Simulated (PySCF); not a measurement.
C₄H₁₁NSi, SMILES C(N)/C(C)=C\[SiH3]. Atoms are numbered in the order given.

```xyz
17

C     -0.7918    -2.2864     0.8553
C     -0.3763    -0.9185     0.3859
C      0.7737    -0.6742    -0.2684
Si     1.4772     0.9893    -0.8037
C     -1.3430     0.1937     0.7390
N     -1.1044     1.3826    -0.0630
H     -0.0263    -3.0443     0.6381
H     -1.7376    -2.5986     0.3771
H     -0.9806    -2.2884     1.9441
H      1.4173    -1.5425    -0.4615
H      1.6295     1.9996     0.2833
H      2.8854     0.6576    -1.2242
H      0.8609     1.5987    -2.0196
H     -2.3819    -0.1916     0.6709
H     -1.1972     0.4511     1.8045
H     -1.4443     2.2311     0.3849
H     -1.5507     1.3114    -0.9763
```

Coordinates come from a B3LYP-D3(BJ)/def2-SVP optimisation. The structure was generated by enumeration; whether it is a known compound was not checked. The values are those of a single conformer.

Calculation: TDA-PBE/def2-SVPD run with PySCF.

Vertical excitations. 

| state | energy (eV) | λ (nm) | f | main pairs |
|---|---|---|---|---|
| S1 | 4.67 | 265 | 0.006 | HOMO→LUMO 86 %, HOMO−1→LUMO 13 % |
| S2 | 5.45 | 227 | 0.016 | HOMO→LUMO+1 97 % |
| S3 | 5.72 | 217 | 0.018 | HOMO−1→LUMO+1 85 % |
| S4 | 6.06 | 204 | 0.021 | HOMO→LUMO+2 98 % |
| S5 | 6.18 | 201 | 0.189 | HOMO−1→LUMO 41 %, HOMO−3→LUMO 13 %, HOMO−1→LUMO+1 10 %, HOMO−4→LUMO 9 % |
| S6 | 6.28 | 197 | 0.008 | HOMO−2→LUMO 80 % |
| T1 | 3.99 | 311 | 0 | HOMO−1→LUMO 59 %, HOMO→LUMO 38 % |
| T2 | 4.58 | 271 | 0 | HOMO→LUMO 61 %, HOMO−1→LUMO 38 % |
Triplets are in the Tamm–Dancoff approximation.
